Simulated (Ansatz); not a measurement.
`OC(F)[SiH2]Br` + `BOC[SiH2]C` → `BOC[SiH2]Br` + `C[SiH2]C(O)F`  (redistribution)

Computed with Ansatz on PBE0-D4/def2-TZVP structures; ΔE is electronic, products minus reactants. CCSD(T)/CBS adds triple-zeta CCSD(T) − MP2 to the extrapolated MP2 energy (def2 sets, frozen cores). DFT in def2-TZVPP. B3LYP here is the variant with VWN-RPA as its local correlation; programs differ in this. For Br outer-core shells are correlated without core-valence functions, which leaves a few kJ/mol of doubt a bond. Scalar relativity is left out up to krypton. One conformer a species, not always the lowest.

```json
{"level": "PBE-D4", "ΔE (kcal/mol)": "-1.0", "difference from CCSD(T)/CBS": "0.4"}
{"level": "PBE0-D4", "ΔE (kcal/mol)": "-1.2", "difference from CCSD(T)/CBS": "0.2"}
{"level": "B3LYP-D4", "ΔE (kcal/mol)": "-1.2", "difference from CCSD(T)/CBS": "0.2"}
{"level": "ωB97X-V", "ΔE (kcal/mol)": "-1.3", "difference from CCSD(T)/CBS": "0.1"}
{"level": "PBE", "ΔE (kcal/mol)": "-0.7", "difference from CCSD(T)/CBS": "0.7"}
{"level": "r2SCAN", "ΔE (kcal/mol)": "-1.1", "difference from CCSD(T)/CBS": "0.3"}
{"level": "PBE0", "ΔE (kcal/mol)": "-0.9", "difference from CCSD(T)/CBS": "0.5"}
{"level": "HF/def2-TZVPP", "ΔE (kcal/mol)": "-1.0", "difference from CCSD(T)/CBS": "0.4"}
{"level": "MP2/def2-TZVPP", "ΔE (kcal/mol)": "-1.4", "difference from CCSD(T)/CBS": "0.0"}
{"level": "CCSD/def2-TZVPP", "ΔE (kcal/mol)": "-1.3", "difference from CCSD(T)/CBS": "0.1"}
{"level": "CCSD(T)/def2-TZVPP", "ΔE (kcal/mol)": "-1.3", "difference from CCSD(T)/CBS": "0.1"}
{"level": "HF/def2-QZVPP", "ΔE (kcal/mol)": "-1.0", "difference from CCSD(T)/CBS": "0.4"}
{"level": "MP2/def2-QZVPP", "ΔE (kcal/mol)": "-1.4", "difference from CCSD(T)/CBS": "0.0"}
{"level": "SCS-MP2/def2-QZVPP", "ΔE (kcal/mol)": "-1.3", "difference from CCSD(T)/CBS": "0.1"}
{"level": "MP2/CBS(def2)", "ΔE (kcal/mol)": "-1.5", "difference from CCSD(T)/CBS": "-0.1"}
{"level": "CCSD/CBS(def2)", "ΔE (kcal/mol)": "-1.4", "difference from CCSD(T)/CBS": "0.0"}
{"level": "CCSD(T)/CBS", "ΔE (kcal/mol)": "-1.4", "difference from CCSD(T)/CBS": "0"}
```

Largest T1 diagnostic among the species: 0.013.
